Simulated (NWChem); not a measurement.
The numbers come from NWChem runs, not from measurements. System: disiloxane (H6OSi2), charge 0, spin multiplicity 1, at a geometry optimised with PBE/def2-SVP. Level: RHF/def2-TZVP.

Job file:

```
start mol
memory heap 200 mb stack 900 mb global 1100 mb
geometry units angstroms nocenter noautoz noautosym
  Si     0.246052    -1.576130     0.003063
  O      0.422877     0.086786    -0.022964
  Si    -0.394452     1.545664     0.005786
  H      0.230933    -2.076033     1.422677
  H     -1.038335    -1.982834    -0.672990
  H      1.408407    -2.186998    -0.725009
  H      0.455211     2.576355    -0.679673
  H     -0.646827     1.975055     1.426244
  H     -1.714806     1.426691    -0.711435
end
basis spherical
  * library def2-tzvp
end
scf
  rhf
  nopen 0
  maxiter 100
  thresh 1e-7
  semidirect memsize 60000000 filesize 0
end
task scf energy
```

NWChem printed:

```
             Northwest Computational Chemistry Package (NWChem) 7.3.0
             --------------------------------------------------------

                                NWChem Input Module
                                -------------------

 Scaling coordinates for geometry "geometry" by  1.889725989
 (inverse scale =  0.529177249)

                             Geometry "geometry" -> ""
                             -------------------------

 Output coordinates in angstroms (scale by  1.889725989 to convert to a.u.)

  No.       Tag          Charge          X              Y              Z
 ---- ---------------- ---------- -------------- -------------- --------------
    1 Si                  14.0000     0.24605200    -1.57613000     0.00306300
    2 O                    8.0000     0.42287700     0.08678600    -0.02296400
    3 Si                  14.0000    -0.39445200     1.54566400     0.00578600
    4 H                    1.0000     0.23093300    -2.07603300     1.42267700
    5 H                    1.0000    -1.03833500    -1.98283400    -0.67299000
    6 H                    1.0000     1.40840700    -2.18699800    -0.72500900
    7 H                    1.0000     0.45521100     2.57635500    -0.67967300
    8 H                    1.0000    -0.64682700     1.97505500     1.42624400
    9 H                    1.0000    -1.71480600     1.42669100    -0.71143500

 Effective nuclear repulsion energy (a.u.)     156.4188361301

            Nuclear Dipole moment (a.u.)
            ----------------------------
        X                 Y               Z
 ---------------- ---------------- ----------------
    -0.0000018897     0.0000000000    -0.0000226767


 Summary of "ao basis" -> "" (spherical)
 ------------------------------------------------------------------------------
       Tag                 Description            Shells   Functions and Types
 ---------------- ------------------------------  ------  ---------------------
 *                         def2-tzvp                  on all atoms

 Summary of "ao basis" -> "ao basis" (spherical)
 ------------------------------------------------------------------------------
       Tag                 Description            Shells   Functions and Types
 ---------------- ------------------------------  ------  ---------------------
 Si                        def2-tzvp                13       37   5s5p2d1f
 O                         def2-tzvp                11       31   5s3p2d1f
 H                         def2-tzvp                 4        6   3s1p

                                 NWChem SCF Module
                                 -----------------

  ao basis        = "ao basis"
  functions       =   141
  atoms           =     9
  closed shells   =    21
  open shells     =     0
  charge          =   0.00
  wavefunction    = RHF
  use symmetry    = F
  symmetry adapt  = F

 Summary of "ao basis" -> "ao basis" (spherical)
 ------------------------------------------------------------------------------
       Tag                 Description            Shells   Functions and Types
 ---------------- ------------------------------  ------  ---------------------
 Si                        def2-tzvp                13       37   5s5p2d1f
 O                         def2-tzvp                11       31   5s3p2d1f
 H                         def2-tzvp                 4        6   3s1p

 Forming initial guess at       0.1s

      Superposition of Atomic Density Guess
      -------------------------------------
[...]
    3  -20.5576
    4   -6.1493
    5   -6.1493
    6   -4.2564
    7   -4.2564
    8   -4.2560
    9   -4.2560
   10   -4.2560
   11   -4.2560
   12   -1.3238
   13   -0.7791
   14   -0.6807
   15   -0.5883
   16   -0.5759
   17   -0.5753
   18   -0.4851
   19   -0.4815
   20   -0.4551
   21   -0.4479
   22    0.1029
   23    0.1465
   24    0.1487
   25    0.1668
   26    0.1688
   27    0.1727
   28    0.1849
   29    0.2069
   30    0.2616
   31    0.2708

                       ROHF Final Molecular Orbital Analysis
                       -------------------------------------

 Vector   19  Occ=2.000000D+00  E=-4.815248D-01
              MO Center= -4.5D-01, -8.8D-02, -3.3D-01, r^2= 5.7D+00
   Bfn.  Coefficient  Atom+Function         Bfn.  Coefficient  Atom+Function
  ----- ------------  ---------------      ----- ------------  ---------------
    15      0.199356  1 Si px               113     -0.182171  5 H  s
   137      0.181138  9 H  s                 83     -0.168427  3 Si px

 Vector   20  Occ=2.000000D+00  E=-4.551185D-01
              MO Center= -2.7D-01, -4.8D-02, -3.9D-01, r^2= 4.7D+00
   Bfn.  Coefficient  Atom+Function         Bfn.  Coefficient  Atom+Function
  ----- ------------  ---------------      ----- ------------  ---------------
    43      0.228977  2 O  px                46      0.214625  2 O  px
    15     -0.167310  1 Si px               113      0.167553  5 H  s
   137      0.165648  9 H  s                 83     -0.159327  3 Si px
    49      0.152376  2 O  px

 Vector   21  Occ=2.000000D+00  E=-4.478824D-01
              MO Center=  9.4D-02,  1.3D-02,  4.0D-01, r^2= 5.0D+00
   Bfn.  Coefficient  Atom+Function         Bfn.  Coefficient  Atom+Function
  ----- ------------  ---------------      ----- ------------  ---------------
    45      0.244543  2 O  pz                48      0.229400  2 O  pz
   131     -0.167905  8 H  s                107     -0.166842  4 H  s
    17     -0.161546  1 Si pz                51      0.162221  2 O  pz
    85     -0.161558  3 Si pz

 Vector   22  Occ=0.000000D+00  E= 1.028501D-01
              MO Center= -8.4D-02, -1.8D-02,  3.0D-02, r^2= 7.8D+00
   Bfn.  Coefficient  Atom+Function         Bfn.  Coefficient  Atom+Function
  ----- ------------  ---------------      ----- ------------  ---------------
    42      0.943698  2 O  s                 19     -0.851437  1 Si py
    87      0.752112  3 Si py                86     -0.405608  3 Si px
     5      0.345940  1 Si s                 73      0.345758  3 Si s
   120     -0.301971  6 H  s                126     -0.301875  7 H  s
   108     -0.271027  4 H  s                114     -0.269498  5 H  s

 Vector   23  Occ=0.000000D+00  E= 1.464609D-01
              MO Center= -3.1D-01, -7.5D-02,  1.9D-02, r^2= 1.3D+01
   Bfn.  Coefficient  Atom+Function         Bfn.  Coefficient  Atom+Function
  ----- ------------  ---------------      ----- ------------  ---------------
    19      1.773967  1 Si py                87      1.741523  3 Si py
     5      1.331928  1 Si s                 73     -1.316840  3 Si s
    50      1.072914  2 O  py                86     -0.442277  3 Si px
   126     -0.307845  7 H  s                 16      0.289528  1 Si py
   120      0.250447  6 H  s                 18     -0.237125  1 Si px

 Vector   24  Occ=0.000000D+00  E= 1.487178D-01
              MO Center= -6.9D-01, -1.3D-01,  1.5D-01, r^2= 6.7D+00
   Bfn.  Coefficient  Atom+Function         Bfn.  Coefficient  Atom+Function
  ----- ------------  ---------------      ----- ------------  ---------------
   120      1.098400  6 H  s                126      1.086148  7 H  s
    18     -0.899464  1 Si px                86     -0.889357  3 Si px
    20      0.840749  1 Si pz                88      0.762202  3 Si pz
   108     -0.421551  4 H  s                132     -0.398762  8 H  s
    73     -0.389813  3 Si s                 87     -0.382254  3 Si py

------------------------------------------------------------
EAF file 0: "./mol.aoints.0" size=524288 bytes
------------------------------------------------------------
               write      read    awrite     aread      wait
               -----      ----    ------     -----      ----
     calls:        1        19         0         0         0
   data(b): 5.24e+05  9.96e+06  0.00e+00  0.00e+00
   time(s): 0.00e+00  0.00e+00  0.00e+00  0.00e+00  0.00e+00
rate(mb/s): 0.00e+00  0.00e+00
------------------------------------------------------------

 center of mass
 --------------
 x =   0.03141166 y =   0.00644310 z =  -0.00144056

 moments of inertia (a.u.)
 ------------------
         601.076595515628         112.160360141785           0.724495102484
         112.160360141785          77.422220420754          -0.360430283172
           0.724495102484          -0.360430283172         635.207468006409

  Mulliken analysis of the total density
  --------------------------------------

    Atom       Charge   Shell Charges
 -----------   ------   -------------------------------------------------------
    1 Si  14    13.51   2.00  0.58  1.39  0.78  0.35  4.12  1.73  0.51  1.27  0.27  0.19  0.25  0.06
    2 O    8     8.63   0.79  1.18  0.53  0.97  0.28  1.87  2.18  0.82  0.00  0.01  0.00
    3 Si  14    13.51   2.00  0.58  1.39  0.78  0.35  4.12  1.73  0.51  1.27  0.27  0.19  0.25  0.06
    4 H    1     1.06   0.24  0.56  0.25  0.01
    5 H    1     1.06   0.24  0.56  0.25  0.01
    6 H    1     1.06   0.24  0.56  0.25  0.01
    7 H    1     1.06   0.24  0.56  0.25  0.01
    8 H    1     1.06   0.24  0.56  0.25  0.01
    9 H    1     1.06   0.24  0.56  0.25  0.01

       Multipole analysis of the density wrt the origin
       ------------------------------------------------

     L   x y z        total         open         nuclear
     -   - - -        -----         ----         -------
     0   0 0 0     -0.000000      0.000000     42.000000

     1   1 0 0     -0.176981      0.000000     -0.000002
     1   0 1 0     -0.036520      0.000000      0.000000
     1   0 0 1      0.010038      0.000000     -0.000023

     2   2 0 0    -27.436976      0.000000     39.773503
     2   1 1 0     -0.324542      0.000000    -63.291395
     2   1 0 1     -0.003991      0.000000     -0.374315
     2   0 2 0    -25.916149      0.000000    335.266997
     2   0 1 1      0.000231      0.000000      0.210705
     2   0 0 2    -27.164620      0.000000     21.460844

 Task  times  cpu:       13.4s     wall:       13.4s

 Total times  cpu:       13.4s     wall:       13.4s
```
